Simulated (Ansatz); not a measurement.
Reactions of CH₇AlClNSi (`C[SiH](Cl)[NH][AlH2]`).

Gas-phase electronic energies from Ansatz, PBE0-D4/def2-TZVP geometries. CBS: MP2 limit from def2 TZ/QZ plus the TZ coupled-cluster correction, frozen cores. This one scheme is used for every species. Elements past krypton have def2 core potentials. For Te outer-core shells are correlated without core-valence functions, which leaves a few kJ/mol of doubt a bond. Each species was taken in one conformer, which may not be the lowest.

Problem. Order these by ΔE at CCSD(T)/CBS, lowest first. (An estimate is asked.)
A. `C[SiH](Cl)[NH][AlH2]` + `CB[TeH]` → `CB[Te][AlH2]` + `C[SiH](N)Cl`
B. `C[SiH](Cl)[NH][AlH2]` + `C=C(C)C=O` → `C=C(C)C(C)=O` + `[AlH2][NH][SiH2]Cl`
C. `C[SiH](Cl)[NH][AlH2]` + `OC(F)F` → `COC(F)F` + `[AlH2][NH][SiH2]Cl`
D. `C[SiH](Cl)[NH][AlH2]` → `C[SiH](N)[AlH][Cl]`
E. `C[SiH](Cl)[NH][AlH2]` + H–F → `C[SiH](F)Cl` + `[NH2][AlH2]`
F. `C[SiH](Cl)[NH][AlH2]` + `BCC(C)C` → `CC(C)[CH2][AlH2]` + `BN[SiH](C)Cl`
G. `C[SiH](Cl)[NH][AlH2]` + `FC[SiH3]` → `C[SiH](Cl)CF` + `[AlH2][NH][SiH3]`
H. `C[SiH](Cl)[NH][AlH2]` + HCl → `C[SiH](Cl)Cl` + `[NH2][AlH2]`

Solution. E (-0.74 eV), H (-0.31 eV), F (-0.15 eV), A (-0.03 eV), G (+0.13 eV), B (+0.31 eV), D (+0.67 eV), C (+1.08 eV).

Largest T1 diagnostic: 0.014, for `C=C(C)C=O`.
